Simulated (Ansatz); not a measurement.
GeMe(NHMe)3 (C4H15GeN3). The state is a singlet with charge 0. Geometry PBE-D4/def2-SVP; atoms count from 1.

```xyz
23

Ge    0.117   -0.277    0.296
C    -0.143   -2.169    0.751
H     0.392   -2.831    0.041
H    -1.221   -2.423    0.721
H     0.243   -2.364    1.770
N    -0.621    1.034    1.361
C    -2.054    1.236    1.472
H    -0.112    1.174    2.238
H    -2.298    2.290    1.737
H    -2.524    1.030    0.489
H    -2.567    0.584    2.223
N    -0.741    0.044   -1.319
C    -0.650   -0.859   -2.450
H    -0.702    1.031   -1.594
H     0.314   -0.823   -3.020
H    -0.776   -1.909   -2.110
H    -1.466   -0.671   -3.182
N     1.930    0.076    0.470
C     2.477    1.354    0.045
H     2.533   -0.716    0.228
H     2.640    1.462   -1.057
H     1.780    2.164    0.349
H     3.451    1.564    0.542
```

Estimate the Mulliken populations from the PBE0/def2-TZVP orbitals of Ansatz.


| atom | charge (e) |
| --- | --- |
| Ge1 | 0.56 |
| C2 | -0.50 |
| H3 | 0.14 |
| H4 | 0.15 |
| H5 | 0.15 |
| N6 | -0.46 |
| C7 | -0.28 |
| H8 | 0.22 |
| H9 | 0.12 |
| H10 | 0.13 |
| H11 | 0.10 |
| N12 | -0.45 |
| C13 | -0.28 |
| H14 | 0.22 |
| H15 | 0.11 |
| H16 | 0.12 |
| H17 | 0.13 |
| N18 | -0.45 |
| C19 | -0.29 |
| H20 | 0.21 |
| H21 | 0.11 |
| H22 | 0.13 |
| H23 | 0.12 |
Mulliken values depend strongly on the basis.

And the Mayer bond orders between heavy atoms (over 0.3)?

Ge1–C2 0.95 (1.96 Å); Ge1–N6 1.04 (1.84 Å); Ge1–N12 1.01 (1.86 Å); Ge1–N18 1.04 (1.85 Å); N6–C7 1.00 (1.45 Å); N12–C13 1.01 (1.45 Å); N18–C19 1.00 (1.45 Å).
